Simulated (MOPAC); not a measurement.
MOPAC input (PM3):

```
PM3 1SCF UHF MS=0.5 GEO-OK AUX(PRECISION=9) THREADS=1
BrGe

Ge   -0.00000000 1   -0.00000000 1   -1.22905116 1
Br    0.00000000 1    0.00000000 1    1.12370392 1
```

Output:

```
 *******************************************************************************
 **                                                                           **
 **                              MOPAC v23.2.5                                **
 **                                                                           **
 *******************************************************************************
 ** MOPAC's Digital Object Identifier: https://doi.org/10.5281/zenodo.6511958 **
 **                                                                           **
 ** Please cite the open-source release paper for use of this MOPAC version:  **
 ** J. E. Moussa and J. J. P. Stewart (2026)                                  **
 ** MOPAC: An open-source semiempirical molecular orbital program             **
 ** J. Open Source Softw., 11(119), 8025, https://doi.org/10.21105/joss.08025 **
 *******************************************************************************

                              PM3 CALCULATION RESULTS

 *******************************************************************************
 *  PM3        - The PM3 Hamiltonian to be used
 *  GEO-OK     - OVERRIDE INTERATOMIC DISTANCE AND OTHER SAFETY CHECKS
 *  UHF        - UNRESTRICTED HARTREE-FOCK CALCULATION
 *  MS=        - IN MECI, MAGNETIC COMPONENT OF SPIN =  0.5
 *  1SCF       - DO 1 SCF AND THEN STOP
 *  AUX        - OUTPUT AUXILIARY INFORMATION
 *******************************************************************************
PM3 1SCF UHF MS=0.5 GEO-OK AUX(PRECISION=9) THREADS=1
 BrGe

   ATOM   CHEMICAL          X               Y               Z
  NUMBER   SYMBOL      (ANGSTROMS)     (ANGSTROMS)     (ANGSTROMS)

     1      Ge         -0.00000000  *  -0.00000000  *  -1.22905116  *
     2      Br          0.00000000  *   0.00000000  *   1.12370392  *

          CARTESIAN COORDINATES

    NO.       ATOM           X           Y           Z

     1        Ge         -0.0000     -0.0000     -1.2291
     2        Br          0.0000      0.0000      1.1237

 Ge: (PM3): J. J. P. STEWART, J. COMP. CHEM. 12, 320-341 (1991).
 Br: (PM3): J. J. P. STEWART, J. COMP. CHEM. 10, 209 (1989).

           Empirical Formula: Ge Br  =     2 atoms

      MOLECULAR POINT GROUP   :   C*v

          UHF CALCULATION, NO. OF ALPHA ELECTRONS =    6
                           NO. OF BETA  ELECTRONS =    5

 -------------------------------------------------------------------------------
 PM3 1SCF UHF MS=0.5 GEO-OK AUX(PRECISION=9) THREADS=1
 BrGe

     1SCF WAS SPECIFIED, SO BFGS WAS NOT USED
     SCF FIELD WAS ACHIEVED

                              PM3 CALCULATION
                                                       MOPAC v23.2.5 Linux

          FINAL HEAT OF FORMATION =         41.28312 KCAL/MOL =     172.72859 KJ/MOL

          COSMO AREA              =        101.07 SQUARE ANGSTROMS
          COSMO VOLUME            =         89.60 CUBIC ANGSTROMS

          IONIZATION POTENTIAL    =         10.203598 EV
          ALPHA SOMO LUMO (EV)    =        -10.497 -3.749
          BETA  SOMO LUMO (EV)    =        -10.204 -3.990
          NO. OF ALPHA ELECTRONS  =          6
          NO. OF BETA  ELECTRONS  =          5
          MOLECULAR WEIGHT        =        152.4940         POINT GROUP:  C*v

          MOLECULAR DIMENSIONS (Angstroms)

            Atom       Atom       Distance
           Br     2   Ge     1     2.35276
           Br     2   Ge     1     0.00000
           Ge     1   Br     2     0.00000

          SCF CALCULATIONS        =          1

   ATOM   CHEMICAL          X               Y               Z
  NUMBER   SYMBOL      (ANGSTROMS)     (ANGSTROMS)     (ANGSTROMS)

     1      Ge         -0.00000000  *  -0.00000000  *  -1.22905116  *
     2      Br          0.00000000  *   0.00000000  *   1.12370392  *

                             CARTESIAN COORDINATES

   1   Ge       -0.000000000    -0.000000000    -1.229051160
   2   Br        0.000000000     0.000000000     1.123703920

           Empirical Formula: Ge Br  =     2 atoms

      MOLECULAR POINT GROUP   :   C*v

          ALPHA EIGENVALUES
 -21.00747 -13.53475 -12.54255 -12.23874 -10.95815 -10.49726  -3.74851   1.45701

           BETA EIGENVALUES
 -21.00912 -13.38426 -12.14865 -11.78288 -10.20360  -3.99049  -3.53468   2.71000

              NET ATOMIC CHARGES AND DIPOLE CONTRIBUTIONS

  ATOM NO.   TYPE          CHARGE      No. of ELECS.   s-Pop       p-Pop
    1         Ge           0.087680        3.9123     0.07244     3.83988
    2         Br          -0.087680        7.0877     1.90792     5.17976
 DIPOLE           X         Y         Z       TOTAL
 POINT-CHG.     0.000     0.000    -0.991     0.991
 HYBRID        -0.000    -0.000    -1.793     1.793
 SUM           -0.000    -0.000    -2.784     2.784

          ATOMIC ORBITAL ELECTRON POPULATIONS

     Atom    s        px        py        pz
    1 Ge   0.07244   2.00000   1.06055   0.77933
    2 Br   1.90792   2.00000   1.93945   1.24031

                    (SZ)    =    0.500000
                    (S**2)  =    0.756896

          ATOMIC ORBITAL SPIN POPULATIONS

    Atom   Total    s     px     py     pz
         Atomic
    1 Ge  1.0207  0.009  0.000  0.939  0.072
    2 Br -0.0207 -0.004  0.000  0.061 -0.077

 **********************
 *                    *
 * JOB ENDED NORMALLY *
 *                    *
 **********************

 == MOPAC DONE ==
```

The geometry given is a B3LYP-D3(BJ)/def2-TZVP minimum.
